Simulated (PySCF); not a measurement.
Iodine: a sound run and one with changed settings

Sound run: I²⁺ [Kr] 4d10 5s2 5p3, I³⁺ [Kr] 4d10 5s2 5p2. Computed with PySCF 2.14 in cc-pVDZ-PP with ECP28MDF (4s3p2d, 23 functions), with scalar relativity through the core potential. The sound run starts from symmetry-adapted Hartree-Fock orbitals and uses a fine grid where one is needed.

Changed run: radial step 1.2 in ln r (0.13 in the sound run). This setting is unsound on purpose.

```csv
species,method,sound run (hartree),changed run (hartree),converged
I²⁺,UHF,-293.65229,-293.65229,yes
I²⁺,MN15,-293.87561,-291.97376,yes
I²⁺,PBE,-294.58830,-294.53721,yes
I³⁺,UHF,-292.55698,-292.55698,yes
I³⁺,MN15,-292.75968,-290.77776,yes
I³⁺,PBE,-293.47623,-293.00124,yes
```

Ionisation energy of I²⁺:

```tsv
method	sound run (eV)	changed run (eV)
UHF	29.805	29.805
MN15	30.366	32.545
PBE	30.261	41.796
```

A coarse radial grid mis-integrates the density and the exchange-correlation energy, with errors of either sign; Hartree-Fock needs no grid.

For comparison, NIST gives 29.57 ± 0.025 eV between the lowest levels.
